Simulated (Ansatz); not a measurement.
SnH4, SMILES [SnH4].

Coordinates come from a PBE0-D3(BJ)/def2-TZVPD optimisation. The isomer is the one that the SMILES or the coordinates give; other isomers of the formula were not compared. The def2 effective core potentials stand for the cores of Sn; spin–orbit coupling is left out.

Two levels are set side by side: PBE/def2-TZVPD (Ansatz, a first-principles code) and CAM-B3LYP/def2-TZVPD (Ansatz). Energy differences of separate SCF runs at the same geometry; the states with an electron removed or added have multiplicity 2 and 2. Differences are taken from unrounded values.

```
quantity                           CAM-B3LYP    PBE  PBE minus CAM-B3LYP
---------------------------------  ---------  -----  -------------------
vertical ionisation energy (eV)        11.70  11.21                -0.49
vertical singlet–triplet gap (eV)       7.28   6.79                -0.49
```
